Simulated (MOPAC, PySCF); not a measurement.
Isomers of H7NSi2. Gas-phase values, no solvent. One relaxed conformer stands for each flexible species; it need not be the lowest. Strings in code marks are SMILES.

Quantity: vertical ionisation energy (energy after one electron is removed minus that of the parent at the parent's geometry), in eV.

Level 1: PBE-D3(BJ)/def2-TZVP (PySCF)
Level 2: PBE/6-31G* // PBE-D3(BJ)/def2-TZVP (PySCF)
Level 3: minus the HOMO energy of PM6 // PBE-D3(BJ)/def2-TZVP (MOPAC)
Level 4: minus the HOMO energy of PM7 // PBE-D3(BJ)/def2-TZVP (MOPAC)

```tsv
species	level 1	level 2	level 3	level 4
`[SiH3]N[SiH3]`	9.22	9.08	10.18	9.58
```
